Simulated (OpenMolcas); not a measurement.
A run on Pd5+ among 4 point charges of -0.8 e arranged as a square (D4h), 1.88 Å from the ion.
```
   1.8800    0.0000    0.0000  -0.80
   0.0000    1.8800    0.0000  -0.80
  -1.8800    0.0000    0.0000  -0.80
   0.0000   -1.8800    0.0000  -0.80
```

```
Program             : OpenMolcas 26.06
Method              : CASSCF
Basis               : ANO-RCC-VDZP [6s5p3d1f]
Scalar Hamiltonian  : DKH2, point nucleus
Active space        : 5 electrons in 5 orbitals (4d)
State averaging     : 2S+1 = 6 even, 1 root; 2S+1 = 4 even, 24 roots; 2S+1 = 2 even, 75 roots
Spin-orbit coupling : RASSI with atomic mean-field integrals over the reference wave functions
```

43 basis functions. Blocks (2S+1, parity, CSFs, roots kept): 6, even, 1, 1; 4, even, 24, 24; 2, even, 75, 75.

**Question.** How long do the RASSCF and RASSI steps take on 1 thread of Arm Neoverse V2, on a shared host?

**Answer.** About 20 s of wall time, without the integral step.
